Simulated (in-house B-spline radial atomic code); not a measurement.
Results of a calculation; reference values are marked as such.
**What the choice of pseudopotential does to G0W0 on PBE: Rb⁺**

All numbers come from an all-electron radial atomic-structure program (B-spline basis), non-relativistic (model numbers for so heavy an element), configuration [Ar] 3d10 4s2 4p6, open shells at high spin. Semilocal Troullier-Martins pseudo-atoms, one channel per l, are made with PBE or LDA for several valence sets and radii, with or without a model core, and set against the all-electron atom. One channel fits only the lowest state of its l, so a second state of that l is approximate. All electrons give 4p: PBE -21.650 eV, G0W0 -27.431 eV, 3d: PBE -112.00 eV, G0W0 -124.36 eV. Potentials are made in the ion's own configuration unless the neutral atom is named, and a smooth local potential serves every l without a channel. Potentials that miss their own reference levels by more than 6 millihartree, or need radii over 3.5 bohr, are left out. Columns give pseudo minus all-electron, in eV; a dash marks a level in the core or of low weight.

| valence | made with | radii (bohr) | model core (bohr) | 4p PBE | 4p G0W0 | 3d PBE | 3d G0W0 |
| --- | --- | --- | --- | --- | --- | --- | --- |
| 4p | PBE, neutral atom | s 3.40 p 1.31 | 1.04 | +0.04 | +0.79 | - | - |
| 4p | PBE, neutral atom | s 3.40 p 1.45 | 1.04 | +0.04 | +0.85 | - | - |
| 4s 4p | PBE, neutral atom | s 1.29 p 1.45 | none | -0.02 | -0.04 | - | - |
| 4s 4p | PBE | s 1.48 p 1.64 d 2.92 | none | 0.00 | +0.13 | - | - |
| 4s 4p | PBE | s 1.67 p 1.85 d 3.30 | none | 0.00 | +0.15 | - | - |
| 4s 4p | PBE, neutral atom | s 1.03 p 1.16 | 0.95 | -0.05 | -0.23 | - | - |
| 4s 4p | PBE, neutral atom | s 1.67 p 1.89 | 0.95 | -0.05 | +0.01 | - | - |
| 3d 4s 4p | PBE, neutral atom | s 1.03 p 1.16 d 0.94 | none | -0.05 | -0.57 | -0.10 | +7.89 |
| 3d 4s 4p | PBE | s 1.16 p 1.28 d 1.05 | none | 0.00 | -0.53 | 0.00 | +7.80 |
| 3d 4s 4p | PBE | s 1.48 p 1.64 d 1.35 | none | 0.00 | -0.59 | 0.00 | +7.80 |
| 3d 4s 4p | PBE | s 1.03 p 1.14 d 0.94 | 0.24 | 0.00 | -0.51 | 0.00 | +8.00 |
| 3d 4s 4p | PBE, neutral atom | s 1.29 p 1.45 d 1.17 | 0.24 | -0.02 | -0.57 | -0.03 | +7.75 |
| 3d 4s 4p | PBE, neutral atom | s 1.48 p 1.67 d 1.35 | 0.24 | -0.02 | -0.63 | -0.04 | +7.77 |
| 3p 3d 4s 4p | PBE | s 1.29 p 0.45 d 1.17 | none | -0.13 | +0.05 | 0.00 | +2.51 |

Task: How does the G0W0 shift of 4p, which all sets hold, depend on the valence set?

Result: Mean size: 3p 3d 4s 4p: 0.05 eV; 4s 4p: 0.11 eV; 3d 4s 4p: 0.57 eV; 4p: 0.82 eV. A larger valence set can do worse when it takes only part of a shell, whose exchange with the frozen rest is then left to the functional. The means mix radii and the functional used in making the potentials.
